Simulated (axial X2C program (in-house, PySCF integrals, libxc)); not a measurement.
# GeI⁻: properties at the nuclei

Calculated with an axial X2C code built on PySCF integrals: two-component X2C with atomic mean-field Coulomb and Gaunt terms, Gaussian nuclei, basis I dyall-acv3z, Ge dyall-acv3z with contracted cores.

R = 2.747 Å (near the PBE0 minimum at charge -1 of the determinant lowest at the starting distance; the state shown can have its own minimum elsewhere).

Determinant lowest in the PBE0 search, Ω = 1 (⟨Sz⟩ = 1.00, ⟨Lz⟩ = 0.00 at PBE0), spin on the atoms I -0.02, Ge 1.02:

```
level  Eeff magnitude (GV/cm)  Ws magnitude I (kHz)  Ws magnitude Ge (kHz)  A∥/gI I (MHz)  qzz I (a.u.)  A∥/gI Ge (MHz)  qzz Ge (a.u.)
 PBE0                   0.741                   0.3                 0.0567          -74.7          4.35            -416           2.06
   HF                    1.12                 0.268                  0.244          -58.8          3.76            -428           2.41
PBE50                   0.794                 0.278                 0.0941          -67.4          4.27            -415           2.25
B3LYP                   0.422                 0.145                 0.0269            -62          4.19            -341           2.10
TPSSh                   0.619                  0.22                 0.0608          -67.7          4.28            -369           2.09
```

Determinant 0.59 eV from it at PBE0 and this distance, Ω = 0 (closed shell), highest spinor 82% Ge p, 8% I d, 5% I p:

| level | qzz I (a.u.) | qzz Ge (a.u.) |
| --- | --- | --- |
| PBE0 | 4.18 | 2.01 |
| HF | 3.70 | 2.24 |
| PBE50 | 4.16 | 2.17 |
| B3LYP | 4.06 | 2.03 |
| TPSSh | 4.06 | 2.03 |

Eeff is the effective electric field on the electron electric dipole moment in this Ω state and Ws the scalar–pseudoscalar constant of the nucleus named (defined with the proton number Z and per Ω); A∥ (defined per Ω) follows by multiplying with gI = μI/(I μN); qzz is the electric field gradient, eQq0 = 234.96 MHz × Q/barn × qzz. The operators were transformed with the bare-nucleus X2C matrices; with these basis sets, hyperfine constants and field gradients can be off by tens of per cent, and where levels differ in sign neither size nor sign is settled.

Task: With gI(127I) = 1.1253, Q(127I) = -0.68822 barn, gI(73Ge) = -0.1954, Q(73Ge) = -0.196 barn (g factors from the IAEA table of nuclear moments by Stone; Q from Pyykkö, Mol. Phys. 2018), turn the PBE0 values of the first state into constants in MHz.

Result: A∥(127I) = -74.7 × 1.1253 = -84.1 MHz; eQq0(127I) = 234.96 × (-0.68822) × (4.35) = -703 MHz; A∥(73Ge) = -416 × -0.1954 = 81.3 MHz; eQq0(73Ge) = 234.96 × (-0.196) × (2.06) = -94.9 MHz.

Each state is one determinant with collinear spin, which with several unpaired electrons need not be a pure state. Unrestricted Hartree–Fock can overshoot spin polarisation at the nuclei. For an anion, determinants above electron detachment, or with a positive highest level, are held by the basis set. A closed determinant beside an open π² or δ² triplet, such as (π1/2)², mixes with its partner pair into the 0⁺ component of the triplet and ¹Σ⁺, so its energy is not that of a level, and 0⁺ can lie lowest. With several open shells hyperfine constants can be off by a factor of several. Where Eeff spreads by more than a factor of two the levels disagree and none is to be relied on. Open-shell Ω = 0 determinants with evenly filled partner blocks cannot be reached by this program, so the Ω shown need not be the lowest component. The search compared states at one distance, so a state with another bond length can lie lower. Further determinants of the search, some of them spin-mixed, are not shown. PBE0 term energies can be off by some tenths of an eV.
